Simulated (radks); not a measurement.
Spherical quantum dot in the effective-mass picture: electrons in a well V = -V0 / (1 + exp((r - R)/a)) with V0 = 5.87, R = 4.52, a = 0.3, all in effective atomic units (hartree* = m*/eps^2 hartree, bohr* = eps/m* bohr), one dielectric constant everywhere. Method: non-relativistic Kohn-Sham, exchange-only LDA, spin-polarised, spherical densities; computed with a radial shooting solver with Libxc functionals. Levels are named by radial order and angular momentum (1s, 1p, 1d, 2s, ...), and open shells are averaged over m.

N = 5, configuration 1s2 1p(up 3, down 0). This is the lowest configuration that the search found. Occupied and some empty levels:

level    occupation  eigenvalue (hartree*)  <r> (bohr*)
1s up             1                -4.1725        2.561
1s down           1                -4.0596        2.532
1p up             3                -3.9789        2.829
1p down           0                -3.8605        2.831
1d up             0                -3.6950        3.027
1d down           0                -3.5768        3.039
2s up             0                -3.3912        2.227
1f up             0                -3.3378        3.186
2s down           0                -3.3133        2.228
1f down           0                -3.2223        3.200

Energy (hartree*): total -23.9449, kinetic 1.7278, external -28.717, Hartree 4.1424, exchange-correlation -1.0986.
